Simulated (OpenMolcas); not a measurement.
Nb II.

```
Program             : OpenMolcas 26.06
Method              : CASSCF
Basis               : ANO-RCC-VTZP [7s6p4d2f1g]
Scalar Hamiltonian  : DKH2, point nucleus
Active space        : 4 electrons in 5 orbitals (4d)
State averaging     : 2S+1 = 5 even, 5 roots; 2S+1 = 3 even, 45 roots; 2S+1 = 1 even, 50 roots (49 in the spin-orbit step)
Spin-orbit coupling : state interaction with AMFI integrals over the reference wave functions, term energies averaged over their components
```

Levels without dynamic correlation, in cm-1 above 4d4 5D0:

```csv
Level,E
4d4 3P0(1),13522
4d4 3H4,13000
4d4 3F3(1),15035
4d4 3G3,16460
```

On this reference, MS-CASPT2, IPEA 0.25 Eh, imaginary shift 0.1 Eh (closed shells correlated: 4s 4p) puts 4d4 3P0(1) at 8480 cm-1.

Q: Estimate the other levels at that method by one scale factor, and say how well it serves.

A: The factor is 8480 / 13522 = 0.627. Scaled values beside those that MS-CASPT2 gives:
```
     Level  Scaled  MS-CASPT2  Miss (%)
   4d4 3H4    8151      10670     -23.6
4d4 3F3(1)    9427      11480     -17.9
   4d4 3G3   10320      13210     -21.9
```
For these levels the scaled values miss MS-CASPT2 by up to 23.6 %, as correlation changes each term by its own factor, spin-orbit parts do not scale and CASPT2 has its own spread within terms. This holds within one configuration; levels of others move differently, and the target method has errors of its own against measurement.

Term energies are means over components that CASPT2 splits; among the terms shown or strongly mixed into the levels shown the widest spread is 660 cm-1 (4d4 3H, MS-CASPT2). Some high roots are left out of the spin-orbit mixing, which shifts the levels that they would mix with. Configurations with an s electron lie low at this charge and mix in, so terms can be misplaced. Without dynamic correlation excited terms often stand tens of per cent too high (terms of higher spin than the ground term too low), and those without a measured partner can miss by more than the paired ones (holds for CASSCF). The CASPT2 spread within a term exceeds the gap to the next term for 4d4 3H and 4d4 3F(1), so the order of their levels is uncertain, and so are names and mixing where such terms share a J (holds for MS-CASPT2). Some terms miss by over 15 % even with CASPT2, which points to a basis or an active space too small for the shells correlated (holds for MS-CASPT2). Levels of configurations outside the active space are missing.

A number in round brackets counts repeated terms of one configuration in the order of the reference energies.
